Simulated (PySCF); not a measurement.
## Iron: a sound run and one with changed settings

Sound run: Fe(2+) [Ar] 3d6, Fe(3+) [Ar] 3d5. Calculation: PySCF 2.14, in aug-cc-pVDZ (7s6p4d2f, 59 functions); no relativity, point nucleus. In the sound run the correlated levels freeze [Ar]. The sound run starts from symmetry-adapted Hartree-Fock orbitals and uses a fine grid where one is needed.

Changed run: initial guess atom, at most 50 SCF cycles, level shift 0.1 hartree.

| species | method | sound run (hartree) | changed run (hartree) | converged |
| --- | --- | --- | --- | --- |
| Fe(2+) | UHF | -1261.66080 | -1261.66080 | yes |
| Fe(2+) | TPSS | -1262.82706 | -1262.82706 | yes |
| Fe(2+) | r2SCAN | -1262.77070 | -1262.77070 | yes |
| Fe(2+) | MP2 | -1261.76013 | -1261.75650 | yes |
| Fe(3+) | UHF | -1260.60654 | -1260.60654 | yes |
| Fe(3+) | TPSS | -1261.66401 | -1261.66401 | yes |
| Fe(3+) | r2SCAN | -1261.62821 | -1261.62821 | yes |
| Fe(3+) | MP2 | -1260.65520 | -1260.65371 | yes |

Ionisation energy of Fe(2+):

```tsv
method	sound run (eV)	changed run (eV)
UHF	28.688	28.688
TPSS	31.648	31.648
r2SCAN	31.089	31.089
MP2	30.066	30.008
SCS-MP2	30.110	30.053
```

A level shift leaves the converged SCF energy unchanged but raises the virtual orbital energies, which shrinks MP2 if it is not removed.

For comparison, NIST gives 30.651 ± 0.012 eV between the lowest levels.
